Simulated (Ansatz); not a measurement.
These are frozen-core CCSD(T)/cc-pVTZ // CAM-B3LYP-D3(BJ)/def2-TZVP in Ansatz (an electronic-structure program) values and carry that method's errors.

Ansatz 0.2 input:
```yaml
crystal:
  periodic: [false, false, false]
  atoms:
    - { symbol: Cl, position_ang: [1.703399, 0.973852, 0.041292] }
    - { symbol: Si, position_ang: [-0.004634, -0.143033, -0.000458] }
    - { symbol: Cl, position_ang: [-1.639549, 1.078049, -0.052473] }
    - { symbol: H, position_ang: [-0.063781, -0.948728, 1.224346] }
    - { symbol: H, position_ang: [0.003858, -0.96141, -1.218212] }
basis:
  gaussian: { orbitals: cc-pVTZ }
correlation:
  method: ccsd_t
```

Output:

```
Functional definition: HF
760 factors; integrals over basis functions are off by at most 8.1e-4 eV
mean field evaluation 1: about -32904.2572 eV, gradient 1.6e1 eV
mean field evaluation 2: about -32904.4627 eV, gradient 1.7e1 eV
mean field evaluation 4: about -32905.5001 eV, gradient 1.8e0 eV
mean field evaluation 8: about -32905.5220 eV, gradient 7.9e-2 eV
mean field evaluation 16: about -32905.0617 eV, gradient 7.2e0 eV
mean field -32905.52208896 eV, -1209.2556326054 hartree, gradient 2.7e-6 eV, S^2 0.000000; 0 other end points of the search recorded, 0 dependent functions left out
15 core orbitals not correlated
reference -32905.52208896 eV, -1209.2556326054 hartree; 10, 10 occupied and 105, 105 virtual orbitals, 760 factors
second order -13.52741007 eV of doubles, -0.00000000 eV of singles
cycle   1  -14.38590092 eV  change   -8.6e-1 eV  update   7.0e-2
cycle   2  -14.70909499 eV  change   -3.2e-1 eV  update   2.0e-2
cycle   3  -14.75034336 eV  change   -4.1e-2 eV  update   7.8e-3
cycle   4  -14.74490292 eV  change    5.4e-3 eV  update   1.8e-3
cycle   5  -14.74439686 eV  change    5.1e-4 eV  update   5.9e-4
cycle   6  -14.74435072 eV  change    4.6e-5 eV  update   1.7e-4
cycle   7  -14.74433017 eV  change    2.1e-5 eV  update   5.1e-5
cycle   8  -14.74434283 eV  change   -1.3e-5 eV  update   1.6e-5
perturbative correction -0.58070691 eV, -0.0213405852 hartree
Total energy: -32920.84713870 eV, -1209.8188177954 hartree
```

Cost: about 9 core-seconds (a rough figure).
